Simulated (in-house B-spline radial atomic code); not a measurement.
What moves the levels of Ni ([Ar] 3d8 4s2)? Method: Dirac-Hartree-Fock, average of the jj configuration, Fermi nucleus of rms radius 3.7757 fm. Calculated with a radial B-spline atomic code at the basis-set limit.

Baseline run (computed): total energy -1519.3147 hartree, 1s1/2 at -308.9469 hartree, 4s1/2 at -7.659 eV with <r> = 3.013 bohr.

Changing the nucleus:

```
                                      nucleus  ΔE (eV)
Fermi nucleus of rms radius 3.8118 fm, A = 60  0.00302
Fermi nucleus of rms radius 3.8225 fm, A = 61  0.00392
Fermi nucleus of rms radius 3.8399 fm, A = 62  0.00539
Fermi nucleus of rms radius 3.8572 fm, A = 64  0.00686
```

A larger nucleus binds the electrons less, roughly as the density at the nucleus times the change of the nuclear <r²>. The reference is A = 58.
